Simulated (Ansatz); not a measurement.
Species: HO, net charge 1, triplet state. SMILES: [OH+]
Coordinates optimised at B3LYP-D3(BJ)/def2-TZVP (Ansatz, a quantum-chemistry and plane-wave program):
```
O
H 1 1.0408
```
Charge +1, spin multiplicity 3.

Quantity: vertical ionisation energy (to the quartet state of charge +2; each state is the SCF solution reached for its spin), in eV. Correlated levels leave the core frozen unless marked. UHF or UKS for open shells. Spin-orbit coupling is left out. Non-relativistic. CBS(X,Y): correlation extrapolated as X^-3; Hartree-Fock from the larger set.

```json
[
 {"level": "r2SCAN/def2-TZVPD", "program": "Ansatz", "vertical ionisation energy (eV)": "29.90"},
 {"level": "CAM-B3LYP/def2-TZVPD", "program": "Ansatz", "vertical ionisation energy (eV)": "30.26"}
]
```

### Question
Predict the CCSD(T)/CBS(aug-cc-pVTZ,aug-cc-pVQZ) result (Ansatz).

### Answer
29.88 eV
